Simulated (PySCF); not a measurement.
Ga(F)(OH)(OMe) (CH4FGaO2), SMILES C[O][Ga]([OH])[F].

The structure is a stationary point at PBE0-D3(BJ)/def2-SVP. The structure was generated by enumeration; whether it is a known compound was not checked. One conformer was computed; it need not be the lowest.

The numbers are results of PBE/def2-TZVP (PySCF), not measurements.

Isolated molecule, no solvent.

- total energy = -2215.27309 hartree
- highest occupied level = -6.74 eV
- lowest empty level = -2.22 eV
- orbital gap = 4.53 eV
- dipole moment = 0.349 e·Å
- quadrupole, principal values (traceless, Buckingham form, about the centre of nuclear charge) = -9.07, 3.18, 5.89 D·Å
- mean static polarisability = 46.1 bohr³ (6.83 Å³)
- polarisability, principal values = 36.4, 44.9, 57.0 bohr³
